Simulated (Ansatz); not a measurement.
Ag12Bi. Total charge 0; doublet. Geometry PBE-D4/def2-SVP, basis def2-TZVP, Ansatz.

Cartesian coordinates in Å:
```
Bi 1.803 2.950 0.254
Ag 1.137 0.674 1.855
Ag -0.925 2.150 0.538
Ag -0.296 -1.679 2.437
Ag 2.912 0.482 -0.501
Ag 1.822 -1.099 -2.662
Ag -1.942 -0.499 0.491
Ag -1.206 -3.151 0.132
Ag 0.478 1.183 -1.676
Ag -0.903 -1.330 -2.024
Ag 1.030 -1.518 0.003
Ag -1.582 0.781 2.917
Ag -2.327 1.055 -1.765
```

```json
{"run": "A", "HOMO (eV)": "-4.11", "LUMO (eV)": "-3.90"}
{"run": "B", "HOMO (eV)": "-4.12", "LUMO (eV)": "-3.53"}
{"run": "C", "HOMO (eV)": "-4.12", "LUMO (eV)": "-3.76"}
{"run": "D", "HOMO (eV)": "-4.44", "LUMO (eV)": "-3.19"}
```

In the def2 sets Ag, Bi take a core potential; there is no spin–orbit coupling. HSE06 is defined as in plane-wave codes, on full-range PBE exchange. Single mean-field runs in def2-TZVP are fitted with def2-universal-jkfit. The structure comes from a short search, and lower isomers may exist.

HOMO and LUMO are taken over both spins.

The runs used HSE06, PBE, PBE0, r2SCAN. Estimate which is which.

A PBE (0 % exact exchange); B HSE06 (range-separated); C r2SCAN (0 % exact exchange); D PBE0 (25 % exact exchange). Exact exchange lowers occupied and raises empty levels; among semilocal functionals meta-GGAs tend to open the gap a little, and such runs are hard to tell apart. The gap grows from 0.20 eV (PBE) to 1.25 eV (PBE0).
